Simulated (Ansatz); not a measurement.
Input for Ansatz (a program for electronic structure): U-r2SCAN/def2-TZVPP on H (SMILES [H]).

Ansatz 0.2 input:
```yaml
crystal:
  periodic: [false, false, false]
  atoms:
    - {symbol: H, position_ang: [0.00000000, 0.00000000, 0.00000000]}
basis:
  gaussian:
    orbitals: def2-TZVPP
hamiltonian:
  xc: {name: r2SCAN}
magnetization: {spin_polarized: true, initial_magnetization: 1}
```

Task: What total energy does the run end on?

Result: -0.4999 hartree.
